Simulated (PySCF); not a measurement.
## Field gradients at the hydrogen positions

Species: C₃H₁₂OSi₃.
Z-matrix (Å and degrees, GFN2-xTB geometry), rows numbered from 1:
```
C 
C   1  1.5264
C   2  1.5373  1  110.99
Si  3  1.9080  2  116.56  1    58.73
O   4  1.6251  3  109.84  2    40.30
Si  5  1.6383  4  141.35  3    -9.04
Si  2  1.9259  1  110.82  3   124.96
H   1  1.0887  2  110.58  3   174.10
H   1  1.0885  2  110.94  3   -65.71
H   1  1.0902  2  110.77  3    54.21
H   2  1.0988  1  107.14  3  -116.81
H   3  1.0939  2  108.26  1  -178.39
H   3  1.0939  2  108.76  1   -64.01
H   4  1.4619  3  110.67  2   155.84
H   4  1.4633  3  112.44  2   -77.24
H   6  1.4656  5  103.88  4   129.15
H   6  1.4682  5  104.08  4  -117.31
H   7  1.4754  2  106.40  1   167.53
H   7  1.4727  2  107.09  1    54.64
```

Level: PBE0/pcSseg-1 (PySCF, non-relativistic); Q(2H) = 0.00286 b; rigid geometry, the same for H and D, with no vibrational averaging.

Question: Rank these positions by the coupling χzz of a deuteron there, largest first.
A. H11 (methine hydrogen)
B. H10 (methyl hydrogen)
C. H16 (Si–H hydrogen)

Answer: B (209 kHz), A (198 kHz), C (107 kHz).

Give the electric field gradient Vzz (the principal value of largest size), its asymmetry and the 2H coupling at each hydrogen.

```csv
atom,bonded to,bond length (Å),Vzz (au),η,χzz (kHz)
H8,C1,1.089,0.3129,0.02,210
H9,C1,1.089,0.3116,0.03,209
H10,C1,1.090,0.3108,0.02,209
H11,C2,1.099,0.2950,0.03,198
H12,C3,1.094,0.3069,0.04,206
H13,C3,1.094,0.3084,0.03,207
H14,Si4,1.462,0.1613,0.01,108
H15,Si4,1.463,0.1604,0.01,108
H16,Si6,1.466,0.1598,0.02,107
H17,Si6,1.468,0.1580,0.02,106
H18,Si7,1.475,0.1573,0.01,106
H19,Si7,1.473,0.1590,0.02,107
```

Average by the element that carries the hydrogen.

on C: 207 kHz over 6 positions, mean bond length 1.092 Å; on Si: 107 kHz over 6 positions, mean bond length 1.468 Å.

Isolated species at its GFN2-xTB geometry (one conformer only). GFN2-xTB bond lengths can be off by several hundredths of an ångström, more for odd bonds, and the gradients follow them. The small basis limits the accuracy of the gradients.
